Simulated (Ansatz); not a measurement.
`C[CH2][AlH][TeH]` + H₂ → `[CH3][AlH][TeH]` + CH₄  (hydrogenolysis of a C–C bond)

Computed with Ansatz on PBE0-D4/def2-TZVP structures; ΔE is electronic, products minus reactants. CCSD(T)/CBS is the MP2 limit (def2-TZVPP, def2-QZVPP) plus CCSD(T) − MP2 in def2-TZVPP, frozen cores. This one scheme is used for every species. DFT in def2-TZVPP. B3LYP here is the variant with VWN-RPA as its local correlation; programs differ in this. def2 core potentials past Kr. For Te outer-core shells are correlated without core-valence functions, which leaves a few kJ/mol of doubt a bond. One conformer a species, not always the lowest.

(1) Is it downhill or uphill in electronic energy at CCSD(T)/CBS, and by how much? (An estimate is asked.)

(2) What do these levels give: PBE-D4, PBE0-D4, B3LYP, CCSD/def2-TZVPP, HF/def2-QZVPP, MP2/def2-QZVPP? (Best estimate.)

Largest T1 diagnostic among the species: 0.010.

## Answers

(1) The calculation gave: Downhill: ΔE = -0.85 eV.

(2) Computed: PBE-D4 -0.83, PBE0-D4 -0.86, B3LYP -0.99, CCSD/def2-TZVPP -0.91, HF/def2-QZVPP -1.08, MP2/def2-QZVPP -0.82 eV.

The D4 term adds +0.11 eV with B3LYP and +0.06 eV with PBE0; it sums over pairs of atoms, weighted by their polarisabilities, and B3LYP, whose exchange is more repulsive, gets the larger term. In def2-TZVPP, CCSD(T) changes the Hartree–Fock value by +0.22 eV (the triples alone add +0.04 eV) and MP2 by +0.25 eV.
